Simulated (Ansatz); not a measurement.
Wavefunction ladder for CH6FN3Si, SMILES `C=N[Si](N)(N)F`

```xyz
12

C    -1.0486    0.6600    1.8746
N    -0.3155    0.8878    0.8785
Si    0.1472   -0.2987   -0.3011
N     1.8325   -0.2242   -0.3587
N    -0.4922   -0.0852   -1.8556
F    -0.4530   -1.7185    0.1557
H    -1.4677   -0.3277    2.1198
H    -1.3102    1.4704    2.5667
H     2.3771   -0.7986   -0.9779
H     2.3694    0.1565    0.4007
H    -1.4061   -0.4333   -2.0909
H    -0.2329    0.7116   -2.4117
```

Total charge 0; spin multiplicity 1. Geometry: relaxed with PBE0-D4/def2-TZVP. It is one conformer, not always the lowest. Frozen core, restricted reference, Ansatz. CBS rows extrapolate triple and quadruple zeta; past MP2 they add the triple-zeta difference.

| basis | HF (Eh) | MP2 corr. |
| --- | --- | --- |
| def2-TZVPP | -593.38527 | -1.14619 |
| def2-QZVPP | -593.40979 | -1.23592 |

Problem. Estimate the CCSD correlation energy and the (T) correction in each basis where they were run (hartree).

Solution. 
```json
{"basis": "def2-TZVPP", "CCSD corr.": "-1.17687", "(T)": "-0.04528"}
{"basis": "CBS(def2)", "CCSD corr.": "-1.33307", "(T)": "as TZ"}
```
